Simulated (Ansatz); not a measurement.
Isolated molecules relaxed with PBE0-D4/def2-TZVP in Ansatz; ΔE leaves out vibrations. CCSD(T)/CBS is the MP2 limit (def2-TZVPP, def2-QZVPP) plus CCSD(T) − MP2 in def2-TZVPP, frozen cores. This one scheme is used for every species. Functionals use def2-TZVPP. B3LYP here is the variant with VWN-RPA as its local correlation; programs differ in this. def2 core potentials past Kr. For I, In outer-core shells are correlated without core-valence functions, which leaves a few kJ/mol of doubt a bond. Each species was taken in one conformer, which may not be the lowest.

Consider the ligand exchange at the In–O bond: `FB[O][InH2]` + HI → `[InH2][I]` + `OBF`.

Task: Is it downhill or uphill in electronic energy at CCSD(T)/CBS, and by how much? (Best estimate.)

Result: Computed: Downhill: ΔE = -94.4 kJ/mol.

Task: What do these levels give: LDA (SPW92), PBE-D4, B3LYP, r2SCAN0, HF/def2-SVP, MP2/def2-QZVPP? (Best estimate.)

Result: The calculation gave: LDA (SPW92) -95.3, PBE-D4 -96.0, B3LYP -98.6, r2SCAN0 -105.0, HF/def2-SVP -119.0, MP2/def2-QZVPP -98.6 kJ/mol.

Largest T1 diagnostic among the species: 0.016.

From BLYP to BHLYP (50 % exact exchange), in def2-TZVPP and without D4, ΔE moves by −14.8 kJ/mol. Leaving LDA and LC-ωPBE aside and taking each functional with its dispersion term where it has one, the values, not all of them listed here, spread over 19.0 kJ/mol, from BHLYP-D4 to B97M-V. At CCSD(T), def2-SVP lies +3.7 kJ/mol from the extrapolated value and def2-TZVPP +6.1 kJ/mol.
